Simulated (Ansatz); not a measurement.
Forces away from equilibrium

CH5FGe (SMILES F[CH2][GeH3]), closed shell, displaced at random from a GFN2-xTB minimum.

```xyz
8
angstrom
F -1.1172 1.3218 -0.5866
C -0.5495 0.2623 -1.0068
Ge 0.5118 -0.2841 0.9083
H -0.0380 0.2801 -1.8646
H -1.3839 -0.4541 -1.0728
H -0.5033 -0.1747 1.9875
H 1.2516 -1.3616 0.6422
H 1.8066 0.9253 0.9750
```

Program: Ansatz 0.2.0. Basis: def2-TZVPP. Cores are frozen in the correlated methods. Filled d shells of the heavier atoms are correlated. The def2 sets are not built for correlating such inner shells, so the correlated values are less sure here.

CCSD(T) forces from the calculation:
```json
{"atom": "F1", "Fx": "-2.140", "Fy": "5.866", "Fz (eV/Å)": "0.751"}
{"atom": "C2", "Fx": "-0.416", "Fy": "-5.900", "Fz (eV/Å)": "5.052"}
{"atom": "Ge3", "Fx": "-0.586", "Fy": "6.120", "Fz (eV/Å)": "-2.458"}
{"atom": "H4", "Fx": "2.290", "Fy": "0.647", "Fz (eV/Å)": "-3.199"}
{"atom": "H5", "Fx": "0.588", "Fy": "-0.615", "Fz (eV/Å)": "-0.400"}
{"atom": "H6", "Fx": "-0.323", "Fy": "-0.092", "Fz (eV/Å)": "0.513"}
{"atom": "H7", "Fx": "2.550", "Fy": "-4.622", "Fz (eV/Å)": "-0.445"}
{"atom": "H8", "Fx": "-1.963", "Fy": "-1.404", "Fz (eV/Å)": "0.186"}
```

(1) Which atom feels the largest CCSD(T) force, and how large is it?

The T1 diagnostic stays at or below 0.012.

## Answers

(1) C2, 7.78 eV/Å, along (-0.05, -0.76, 0.65).

Root-mean-square difference of the force components from those of CCSD(T): PBE0-D4 0.166; wB97M-V 0.044; r2SCAN-D4 0.108; PBE-D4 0.178; LC-wPBE 0.138; BHLYP-D4 0.192 eV/Å.

For scale, one of the runs: CCSD(T)/def2-TZVPP forces, 180 basis functions (an equivalent command: `ansatz run in.yaml --threads 4`). Hardware: 4 CPU threads, shared host. Wall time 3.8 min; peak host memory 3.3 GiB.
